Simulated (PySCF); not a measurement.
Correlation energy of Ga (gallium, neutral)

Starting occupation: [Ar] 3d10 4s1 4p1 4d1, 4s1/2 with m_j = +1/2, 4p3/2 with m_j = +3/2, 4d5/2 with m_j = +5/2. All numbers are calculated (PySCF 2.14, X2C-1e with screened-nucleus spin-orbit coupling, Gaussian nucleus, in x2c-TZVPall-2c with one added diffuse shell each of s, p, d type (7s8p5d1f, 63 functions)). Frozen: [Ne]; 21 electrons correlated.

MP2 pair energies summed by pair of shells (mhartree):

```json
{"pair": "3d3/2-3d5/2", "energy": "-64.28", "share (%)": "20.7"}
{"pair": "3d5/2-3d5/2", "energy": "-43.01", "share (%)": "13.9"}
{"pair": "3d5/2-3p3/2", "energy": "-36.19", "share (%)": "11.7"}
{"pair": "3d3/2-3p3/2", "energy": "-24.67", "share (%)": "8.0"}
{"pair": "3d5/2-3p1/2", "energy": "-18.80", "share (%)": "6.1"}
{"pair": "3d3/2-3d3/2", "energy": "-17.91", "share (%)": "5.8"}
{"pair": "3p1/2-3p3/2", "energy": "-14.08", "share (%)": "4.5"}
{"pair": "3d5/2-3s1/2", "energy": "-13.59", "share (%)": "4.4"}
{"pair": "3p3/2-3p3/2", "energy": "-12.38", "share (%)": "4.0"}
{"pair": "3d3/2-3p1/2", "energy": "-11.97", "share (%)": "3.9"}
{"pair": "3d3/2-3s1/2", "energy": "-9.12", "share (%)": "2.9"}
{"pair": "3p3/2-3s1/2", "energy": "-9.08", "share (%)": "2.9"}
{"pair": "3d5/2-4s1/2", "energy": "-6.40", "share (%)": "2.1"}
{"pair": "3p1/2-3s1/2", "energy": "-4.62", "share (%)": "1.5"}
{"pair": "3d3/2-4s1/2", "energy": "-3.88", "share (%)": "1.3"}
{"pair": "3d5/2-4p3/2", "energy": "-3.82", "share (%)": "1.2"}
{"pair": "3p1/2-3p1/2", "energy": "-2.80", "share (%)": "0.9"}
{"pair": "4p3/2-4s1/2", "energy": "-2.72", "share (%)": "0.9"}
{"pair": "3d3/2-4p3/2", "energy": "-2.32", "share (%)": "0.7"}
{"pair": "3s1/2-3s1/2", "energy": "-1.79", "share (%)": "0.6"}
{"pair": "3p3/2-4s1/2", "energy": "-1.29", "share (%)": "0.4"}
{"pair": "4d5/2-4p3/2", "energy": "-1.15", "share (%)": "0.4"}
{"pair": "4d5/2-4s1/2", "energy": "-1.06", "share (%)": "0.3"}
{"pair": "3p1/2-4s1/2", "energy": "-0.64", "share (%)": "0.2"}
{"pair": "3p3/2-4p3/2", "energy": "-0.57", "share (%)": "0.2"}
{"pair": "3d5/2-4d5/2", "energy": "-0.48", "share (%)": "0.2"}
{"pair": "3d3/2-4d5/2", "energy": "-0.34", "share (%)": "0.1"}
{"pair": "3p1/2-4p3/2", "energy": "-0.33", "share (%)": "0.1"}
{"pair": "3s1/2-4s1/2", "energy": "-0.29", "share (%)": "0.1"}
{"pair": "3s1/2-4p3/2", "energy": "-0.16", "share (%)": "0.1"}
```

Total MP2 correlation energy: -309.87 mhartree.

This basis was not built for core-valence correlation, so the inner-shell part is incomplete.
